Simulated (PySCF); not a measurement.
Species: C₅H₉OP.
Numbering: `[CH2:1]=[C:2]([CH3:3])/[P:4]=[CH:5]/[O:6][CH3:7]` (hydrogens: H8, H9 on C1; H10, H11, H12 on C3; H13 on C5; H14, H15, H16 on C7)

The same species was optimised twice, with GFN2-xTB and with PBE0-D3(BJ)/def2-SVP (PySCF), and the same property calculations (PySCF, gas phase) were run on both structures.

| coordinate | GFN2-xTB | PBE0-D3(BJ)/def2-SVP | change |
| --- | --- | --- | --- |
| C5–O6 (Å) | 1.356 | 1.336 | -0.020 |
| C1=C2 (Å) | 1.332 | 1.345 | +0.013 |
| P4=C5 (Å) | 1.684 | 1.693 | +0.009 |
| C2–C3 (Å) | 1.498 | 1.499 | +0.001 |
| O6–C7 (Å) | 1.406 | 1.405 | -0.001 |
| C2–P4 (Å) | 1.829 | 1.829 | 0.000 |
| P4–C5–O6 (°) | 118.7 | 121.3 | +2.6 |
| C1–C2–P4 (°) | 116.0 | 115.0 | -1.0 |
| C3–C2–P4 (°) | 122.7 | 123.5 | +0.8 |
| C5–O6–C7 (°) | 116.1 | 116.7 | +0.6 |
| C2–P4–C5 (°) | 102.0 | 101.5 | -0.5 |
| C1–C2–C3 (°) | 121.3 | 121.4 | +0.1 |
| C1–C2–P4–C5 (°) | 180 | 180 | 0 |
| P4–C5–O6–C7 (°) | 180 | -175 | +5 |

Rotational constants: A = 5450, B = 1068, C = 903.5 MHz (GFN2-xTB) against A = 5312, B = 1074, C = 903.8 MHz (PBE0-D3(BJ)/def2-SVP). Atoms that the bonding makes alike are paired by their places after alignment.

On the GFN2-xTB structure: lowest singlet, TDDFT (eV) 4.58 [CAM-B3LYP/def2-SVPD]; lowest triplet, Tamm–Dancoff (eV) 2.32 [CAM-B3LYP/def2-SVPD]; isotropic polarisability (au) 99.9 [CAM-B3LYP/def2-SVPD]; HOMO (eV) -7.21 [CAM-B3LYP/def2-SVPD]; LUMO (eV) -0.19 [CAM-B3LYP/def2-SVPD]; dipole (D) 3.00 [CAM-B3LYP/def2-SVPD]; HOMO (eV) -6.02 [PBE0/pcSseg-1]; LUMO (eV) -1.22 [PBE0/pcSseg-1]; dipole (D) 3.22 [PBE0/pcSseg-1]; GIAO shielding of C1 (ppm) 52.1 [PBE0/pcSseg-1]; GIAO shielding of C2 (ppm) 30.3 [PBE0/pcSseg-1]; GIAO shielding of C3 (ppm) 161.6 [PBE0/pcSseg-1]; GIAO shielding of P4 (ppm) 146.3 [PBE0/pcSseg-1]; GIAO shielding of C5 (ppm) -27.1 [PBE0/pcSseg-1]; GIAO shielding of O6 (ppm) 193.8 [PBE0/pcSseg-1]; GIAO shielding of C7 (ppm) 125.2 [PBE0/pcSseg-1].

Problem. What do these properties become on the PBE0-D3(BJ)/def2-SVP structure?

Solution. 
```csv
property,level,on GFN2-xTB,on PBE0-D3(BJ)/def2-SVP,change
"lowest singlet, TDDFT (eV)",CAM-B3LYP/def2-SVPD,4.58,4.57,-0.01
"lowest triplet, Tamm–Dancoff (eV)",CAM-B3LYP/def2-SVPD,2.32,2.31,-0.01
isotropic polarisability (au),CAM-B3LYP/def2-SVPD,99.9,101.3,+1.4
HOMO (eV),CAM-B3LYP/def2-SVPD,-7.21,-7.15,+0.06
LUMO (eV),CAM-B3LYP/def2-SVPD,-0.19,-0.16,+0.03
dipole (D),CAM-B3LYP/def2-SVPD,3.00,3.09,+0.09
"energy, GFN2-xTB geometry as zero (kcal/mol)",CAM-B3LYP/def2-SVPD,0.0,-0.6,-0.6
HOMO (eV),PBE0/pcSseg-1,-6.02,-5.97,+0.05
LUMO (eV),PBE0/pcSseg-1,-1.22,-1.19,+0.03
dipole (D),PBE0/pcSseg-1,3.22,3.31,+0.09
"energy, GFN2-xTB geometry as zero (kcal/mol)",PBE0/pcSseg-1,0.0,-0.4,-0.4
GIAO shielding of C1 (ppm),PBE0/pcSseg-1,52.1,48.4,-3.7
GIAO shielding of C2 (ppm),PBE0/pcSseg-1,30.3,28.3,-2.0
GIAO shielding of C3 (ppm),PBE0/pcSseg-1,161.6,160.1,-1.5
GIAO shielding of P4 (ppm),PBE0/pcSseg-1,146.3,154.9,+8.6
GIAO shielding of C5 (ppm),PBE0/pcSseg-1,-27.1,-26.9,+0.2
GIAO shielding of O6 (ppm),PBE0/pcSseg-1,193.8,191.4,-2.4
GIAO shielding of C7 (ppm),PBE0/pcSseg-1,125.2,123.6,-1.6
```

The heavy atoms differ by 0.037 Å rms after alignment. Among bonds between heavy atoms C5–O6 changes most (-0.020 Å). Changes are differences of the printed values. Neither structure is proved a minimum here.

Conformer computed: `[CH2:1]=[C:2]([CH3:3])/[P:4]=[CH:5]/[O:6][CH3:7]`: C1–C2–P4–C5 180°, P4–C5–O6–C7 -175°.
